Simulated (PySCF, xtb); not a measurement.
PbFI, SMILES [F][Pb][I] (connectivity only; charge and spin as stated), neutral, multiplicity 1.

xtb with GFN2-xTB at its own geometry gives an orbital gap of 3.03 eV and a dipole moment of 8.05 D.

The structure is a stationary point at B3LYP-D3(BJ)/def2-TZVP. The def2 effective core potentials stand for the cores of I, Pb; spin–orbit coupling is left out.

What does PySCF with ωB97X/def2-TZVPD give? (An estimate is asked for; the answer gives what the named calculation found.)

gap 8.20 eV (levels -9.60 and -1.40 eV), dipole 4.62 D.
